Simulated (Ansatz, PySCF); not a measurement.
Dimer: NH3 (SMILES N) (first 4 atoms) with C2H3F (SMILES C=CF); geometry from B3LYP-D3(BJ)/def2-TZVP, rigid monomers moved along the line of their centres of mass till H2···F7 is 4.27 Å.
(charge 0, multiplicity 1):
```xyz
10

N     -0.028    -0.095     0.643
H      0.655     0.247     1.311
H      0.418    -0.825     0.099
H     -0.243     0.666     0.010
C     -0.927    -0.221     5.805
C      0.175     0.296     6.307
F      1.197     0.712     5.517
H     -1.063    -0.336     4.737
H     -1.708    -0.535     6.483
H      0.403     0.450     7.353
```

Monomers are frozen at their geometry in the pair; levels with a basis set take the counterpoise correction. Rows marked so take none.

Cores are frozen in the correlated methods. Rows in 6-31G* carry no dispersion term and start afresh at each structure (6-31G* with six Cartesian d functions).

Codes used: Ansatz (a quantum-chemistry and plane-wave program); PySCF for 6-31G* rows, the dispersion terms. 

Problem. Estimate the interaction energy that HF/6-31G* (no counterpoise) returns for this input.

Solution. -24 meV
